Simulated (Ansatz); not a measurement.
Computed with Ansatz on PBE0-D4/def2-TZVP structures; ΔE is electronic, products minus reactants. CCSD(T)/CBS adds triple-zeta CCSD(T) − MP2 to the extrapolated MP2 energy (def2 sets, frozen cores). This one scheme is used for every species. DFT in def2-TZVPP. B3LYP here is the variant with VWN-RPA as its local correlation; programs differ in this. HSE06 is defined as in plane-wave codes. Each species was taken in one conformer, which may not be the lowest.

Reaction (ligand exchange at the Si–Cl bond): `C[Si](O)(O)Cl` + `C[SiH](O)O` → `C[SiH](O)O[Si](C)(O)O` + HCl

| level | ΔE (kJ/mol) | difference from CCSD(T)/CBS |
| --- | --- | --- |
| LDA (SPW92) | -10.5 | 10.1 |
| PBE-D4 | -8.3 | 12.3 |
| revPBE-D4 | -8.6 | 12.0 |
| BLYP-D4 | -19.3 | 1.3 |
| B97M-V | -17.0 | 3.6 |
| PBE0-D4 | -12.9 | 7.7 |
| B3LYP-D4 | -22.3 | -1.7 |
| r2SCANh-D4 | -16.2 | 4.4 |
| r2SCAN0-D4 | -17.6 | 3.0 |
| HSE06-D4 | -12.5 | 8.1 |
| BHLYP-D4 | -27.6 | -7.0 |
| CAM-B3LYP-D4 | -25.5 | -4.9 |
| ωB97X-V | -17.3 | 3.3 |
| ωB97M-V | -16.8 | 3.8 |
| B2PLYP | -17.1 | 3.5 |
| PBE-QIDH | -14.1 | 6.5 |
| PBE | -2.8 | 17.8 |
| revPBE | 0.2 | 20.8 |
| BLYP | -10.2 | 10.4 |
| r2SCAN | -12.5 | 8.1 |
| PBE0 | -7.4 | 13.2 |
| B3LYP | -14.4 | 6.2 |
| r2SCANh | -13.4 | 7.2 |
| r2SCAN0 | -14.5 | 6.1 |
| HSE06 | -7.2 | 13.4 |
| BHLYP | -20.5 | 0.1 |
| CAM-B3LYP | -19.5 | 1.1 |
| RPA@PBE/def2-TZVPP | -27.7 | -7.1 |
| HF/def2-SVP | -22.9 | -2.3 |
| MP2/def2-SVP | -18.9 | 1.7 |
| HF/def2-TZVPP | -25.8 | -5.2 |
| MP2/def2-TZVPP | -18.4 | 2.2 |
| SCS-MP2/def2-TZVPP | -21.6 | -1.0 |
| CCSD/def2-TZVPP | -25.7 | -5.1 |
| CCSD(T)/def2-TZVPP | -24.3 | -3.7 |
| HF/def2-QZVPP | -27.7 | -7.1 |
| MP2/def2-QZVPP | -16.9 | 3.7 |
| SCS-MP2/def2-QZVPP | -20.0 | 0.6 |
| HF/CBS(def2) | -28.0 | -7.4 |
| CCSD/CBS(def2) | -21.9 | -1.3 |
| CCSD(T)/CBS | -20.6 | 0 |

Largest T1 diagnostic among the species: 0.011.

From PBE to PBE0 (25 % exact exchange), in def2-TZVPP and without D4, ΔE moves by −4.7 kJ/mol. The D4 term adds −7.9 kJ/mol with B3LYP and −5.5 kJ/mol with PBE0; it sums over pairs of atoms, weighted by their polarisabilities, and B3LYP, whose exchange is more repulsive, gets the larger term. Leaving LDA and LC-ωPBE aside and taking each functional with its dispersion term where it has one, the values spread over 19.3 kJ/mol, from BHLYP-D4 to PBE-D4. LDA lies −7.8 kJ/mol from PBE without D4.

CCSD(T)/CBS has its own doubt, a few kJ/mol and more with outer-core shells, so smaller differences from it don't rank the levels.
